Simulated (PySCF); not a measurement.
C3H6FNSi, SMILES FC1=CCN1[SiH3].

The structure is a stationary point at B3LYP-D3(BJ)/def2-SVP. The structure was generated by enumeration, and PubChem lists no compound with its InChIKey, so it may never have been made.

All values below come from B3LYP/def2-TZVP (PySCF).

Computed frontier levels, gap, dipole moment and polarisability:
| Quantity | Result |
|---|---|
| highest occupied level | -5.99 eV |
| lowest empty level | 0.13 eV |
| orbital gap | 6.12 eV |
| dipole moment | 1.49 D |
| quadrupole, principal values (traceless, Buckingham form, about the centre of nuclear charge) | -2.32, -1.43, 3.75 D·Å |
| mean static polarisability | 68.6 bohr³ (10.16 Å³) |
| polarisability, principal values | 53.4, 67.1, 85.2 bohr³ |
